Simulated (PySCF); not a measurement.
Input of a run (PBE0-D3(BJ)/def2-SVP geometry optimisation, gas phase (PySCF 2.14.0)), started from GFN2-xTB:
```
{"job": {"xc": "PBE0", "basis": "def2-SVP", "d3": "d3bj", "grid": 1, "kind": "geom"}, "charge": 0, "multiplicity": 1}
C     -2.234170    -1.082101     0.789842
C     -2.096856     0.210590     0.058244
C     -0.971260     0.756048    -0.396468
C     -0.948769     2.020201    -1.203844
C      0.358401     0.151198    -0.193832
N      1.127562    -0.002651    -1.266928
C      2.327052    -0.536117    -1.144071
C      2.861446    -0.950804     0.066548
C      2.096976    -0.774496     1.208603
C      0.840407    -0.215475     1.066714
F      0.102884     0.007611     2.174463
H     -1.346546    -1.701501     0.684704
H     -3.093211    -1.632931     0.409982
H     -2.401260    -0.895639     1.851227
H     -3.028175     0.729567    -0.129179
H     -0.435989     1.831356    -2.144831
H     -1.956870     2.373253    -1.401233
H     -0.399157     2.798298    -0.674552
H      2.885607    -0.633890    -2.065583
H      3.847128    -1.384571     0.121101
H      2.455879    -1.051004     2.188620
```

Output (energies in Eh, forces in Eh/bohr):
```
step   0  E = -502.63024336  max force = 0.014659
step   1  E = -502.63243114  max force = 0.002974
step   2  E = -502.63245659  max force = 0.000989
step   3  E = -502.63246532  max force = 0.001914
step   4  E = -502.63250316  max force = 0.000598
step   5  E = -502.63250238  max force = 0.000597
step   6  E = -502.63250992  max force = 0.000184
optimisation converged
```

Summarise the run.

The energy falls by 6.0 kJ/mol over 7 energy and gradient evaluations, the largest force component goes from 0.0147 to 1.8e-04 Eh/bohr, and the atoms move by 0.042 Å rms after alignment. The bond that changes most is C10–F11 (aromatic C–F carbon to aryl fluorine), which shortens by 0.019 Å. Bonds longer at the end by more than 0.005 Å: 16 of 21; shorter: 1. The energy never rose by more than 1e-6 Eh on the way. The first step brought 97 % of the lowering.

What are the final bond lengths?

C1–C2 1.491 Å, C2=C3 1.344 Å, C3–C4 1.500 Å, C3–C5 1.484 Å, C5–N6 1.337 Å, N6–C7 1.326 Å, C7–C8 1.395 Å, C8–C9 1.390 Å, C9–C10 1.387 Å, C10–F11 1.330 Å, C5–C10 1.404 Å, C1–H12 1.099 Å, C1–H13 1.102 Å, C1–H14 1.103 Å, C2–H15 1.097 Å, C4–H16 1.101 Å, C4–H17 1.099 Å, C4–H18 1.103 Å, C7–H19 1.096 Å, C8–H20 1.092 Å, C9–H21 1.092 Å. Numbering counts from 1 in the input's order; the species is `C/C=C(/C)c1ncccc1F`.

The run used 204 basis functions and 50 SCF cycles in all. Time: 1.7 min. Hardware: one thread, x86-64 server (shared host).

No frequency check. One conformer, not necessarily the lowest.

Conformer computed: `[CH3:1]/[CH:2]=[C:3](/[CH3:4])[c:5]1[n:6][cH:7][cH:8][cH:9][c:10]1[F:11]`: C2–C3–C5–N6 131°.
